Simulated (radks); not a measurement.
Valence configurations of Te (all share [Kr]). All-electron calculation, scalar-relativistic Kohn-Sham, r2SCAN, spin-polarised, spherical densities, finite nucleus; open shells are filled with parallel spins first (spin-orbit coupling, left out, can overturn this in heavy ions); meta-GGA in the generalised Kohn-Sham scheme; Fermi nuclear charge, rms radius 4.7423 fm. Program: a radial shooting solver on a logarithmic mesh with Libxc functionals. Energies are relative to 4d10 5s2 5p4; eigenvalues in eV for spin up.

valence,E (eV),moment (Bohr magnetons),e(4d),e(5p),e(5s)
4d10 5s2 5p4,0.000,2,-42.667,-6.837,-16.309
4d10 5s1.5 5p4.5,4.677,2,-43.434,-7.170,-16.834
4d10 5s1 5p5,9.306,2,-44.206,-7.518,-17.365
4d9.5 5s2 5p4.5,19.148,2,-46.114,-7.277,-17.185
4d9 5s2 5p5,39.295,2,-49.538,-7.700,-18.024
4d9 5s1.5 5p5.5,44.340,2,-50.246,-8.007,-18.497
4d9 5s1 5p6,49.359,2,-50.956,-8.321,-18.972
4d8 5s2 5p6,82.592,2,-56.348,-8.516,-19.627

NIST lists [Kr] 4d10 5s2 5p4 as the ground configuration; this level of theory agrees among the configurations tried. The energies are those of spherical high-spin densities, not of single terms.
